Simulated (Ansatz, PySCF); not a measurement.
Molecule: BBr$_{2}$, net charge -1, singlet state. 
Geometry from a B3LYP-D3(BJ)/def2-TZVP (Ansatz, a first-principles code) optimisation:
```
B
Br 1 2.1407
Br 1 2.1407 2 103.42
```
Charge -1, spin multiplicity 1.

Total electronic energies in hartree. Correlated levels leave the core frozen unless marked. No spin-orbit coupling. The frozen core is the preceding noble-gas configuration, with the filled d and f shells of earlier blocks. No relativistic terms. Basis-set limits of correlation are two-point, X^-3; Hartree-Fock from the larger set. The bracket is a focal-point correction in the basis named.

The Hartree-Fock reference is unstable (checked in the largest basis), which strains HF and MP2. 

```
level                                                                 program  energy (Eh)
-------------------------------------------------------------  --------------  -----------
HF/cc-pVDZ                                                             Ansatz  -5169.48151
HF/aug-cc-pVTZ                                                         Ansatz  -5169.64541
HF/cc-pVTZ                                                             Ansatz  -5169.64166
SVWN5/def2-TZVPD                                                        PySCF  -5165.85162
BP86/def2-TZVPD                                                         PySCF  -5173.76628
TPSS/def2-TZVPD                                                         PySCF  -5173.04008
TPSS-D3(BJ)/def2-TZVPD                                          PySCF + dftd3  -5173.04395
M06-L/def2-TZVPD                                                        PySCF  -5173.01436
r2SCAN-D4/def2-TZVPD                                           Ansatz + dftd4  -5173.16975
B3LYP-D3(BJ)/def2-TZVPD                                        Ansatz + dftd3  -5173.28288
PBE0/STO-3G                                                            Ansatz  -5115.94524
PBE0-D3(BJ)/def2-TZVPD                                         Ansatz + dftd3  -5172.58623
PBE0-D4/def2-TZVP                                              Ansatz + dftd4  -5172.58287
PBE0/def2-QZVPP                                                        Ansatz  -5172.68727
HSE06-D4/def2-TZVPD                                            Ansatz + dftd4  -5172.59377
RPA@PBE/cc-pVTZ                                                        Ansatz  -5170.31355
MP2/6-31G                                                              Ansatz  -5168.92146
MP2/aug-cc-pVDZ                                                        Ansatz  -5169.82797
MP2/aug-cc-pVTZ                                                        Ansatz  -5170.07639
SCS-MP2/STO-3G                                                         Ansatz  -5113.59627
SCS-MP2/cc-pVTZ                                                        Ansatz  -5170.05403
CCSD/STO-3G                                                            Ansatz  -5113.61259
RI-MP2/CBS(aug-cc-pVTZ,aug-cc-pVQZ)+[CCSD(T)-MP2]/aug-cc-pVTZ          Ansatz   -5170.2083
```

Totals of different functionals don't rank their quality; only differences between species are comparable.
